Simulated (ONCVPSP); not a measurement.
How hard is this Al ONCV potential?

ONCVPSP 4.0.1 input, shortened (lines: element, Z, core and valence counts, functional; n l f; lmax; l rc ep ncon nbas qcut; lloc lpopt rc5 dvloc0; l nproj debl; icmod fcfact rcfact), BLYP, scalar-relativistic:

```
  Al 13.00    1    4  -106131      upf
    1    0    2.00
    2    0    2.00
    2    1    6.00
    3    0    2.00
    3    1    1.00
    2
    0    0.90    0.00    5    8   12.10
    1    0.95    0.00    4    7   16.10
    2    0.75    0.38    3    7   13.10
    4    5    0.70   -1.00
    0    2    0.60
    1    2    2.30
    2    2    2.80
    0    0.00    0.00
```

Problem. For each optimised wave give the share of its norm inside rc, the residual kinetic energy above qcut (Ha) and the cutoffs (Ha) for errors of 10, 1, 0.1 and 0.01 mHa per electron.

Solution.

```tsv
wave	norm inside rc	residual KE	10 mHa	1 mHa	0.1 mHa	0.01 mHa
2s	0.851	1.9e-04	40.6	60.6	104.7	202.7
3s	0.031	3.3e-05	13.3	45.5	65.2	108.4
2p	0.869	4.1e-07	76.6	92.9	106.7	116.6
3p	0.018	9.2e-08	50.8	74.3	92.8	108.1
d projector 1	0.004	1.8e-06	9.7	27.8	51.1	72.0
d projector 2	0.047	4.0e-05	35.0	58.9	79.0	122.3
```

The occupied waves need 93 Ha and 107 Ha for 1 and 0.1 mHa. Rows with under 1 % of the norm inside rc give no meaningful cutoff. 1 of 4 tests not solved or not reliable.
